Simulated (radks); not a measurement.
Values are calculated unless marked as measured or tabulated.
All-electron atom: F3+ in [He] 2s2 2p2. Code: a radial shooting solver on a logarithmic mesh with Libxc functionals. Model: Dirac Kohn-Sham, PBE, spin-unpolarised, spherical densities, finite nucleus; open shells are shared between the two j in proportion to 2j + 1; Fermi nuclear charge, rms radius 2.8976 fm.

Radial electron density D(r) = 4 pi r^2 rho(r):

| r (bohr) | D(r) (e/bohr) |
|---|---|
| 0.01116 | 0.5926 |
| 0.01239 | 0.7134 |
| 0.01363 | 0.8448 |
| 0.01513 | 1.012 |
| 0.01665 | 1.192 |
| 0.01848 | 1.420 |
| 0.02034 | 1.663 |
| 0.02257 | 1.966 |
| 0.02484 | 2.286 |
| 0.02757 | 2.679 |
| 0.03035 | 3.086 |
| 0.03367 | 3.578 |
| 0.03706 | 4.077 |
| 0.04113 | 4.665 |
| 0.04527 | 5.245 |
| 0.05023 | 5.907 |
| 0.05529 | 6.535 |
| 0.06135 | 7.217 |
| 0.06753 | 7.829 |
| 0.07494 | 8.445 |
| 0.08249 | 8.944 |
| 0.09153 | 9.378 |
| 0.1007 | 9.650 |
| 0.1118 | 9.778 |
| 0.1231 | 9.721 |
| 0.1365 | 9.457 |
| 0.1503 | 9.029 |
| 0.1668 | 8.383 |
| 0.1836 | 7.652 |
| 0.2037 | 6.768 |
| 0.2242 | 5.928 |
| 0.2488 | 5.065 |
| 0.2739 | 4.378 |
| 0.3039 | 3.813 |
| 0.3345 | 3.493 |
| 0.3712 | 3.378 |
| 0.4086 | 3.468 |
| 0.4533 | 3.728 |
| 0.499 | 4.048 |
| 0.5537 | 4.394 |
| 0.6095 | 4.632 |
| 0.6763 | 4.729 |
| 0.7444 | 4.631 |
| 0.826 | 4.310 |
| 0.9093 | 3.843 |
| 1.009 | 3.207 |
| 1.111 | 2.567 |
| 1.232 | 1.891 |
| 1.356 | 1.339 |
| 1.505 | 0.8566 |
| 1.657 | 0.5275 |
| 1.838 | 0.2864 |
| 2.024 | 0.1494 |
| 2.245 | 0.06657 |
| 2.472 | 0.02840 |
| 2.743 | 0.009959 |
| 3.019 | 0.003340 |

D(r) has 2 maxima, at r = 0.114, 0.676 bohr, and minima at 0.371 bohr, inside which lie 2.18 electrons.
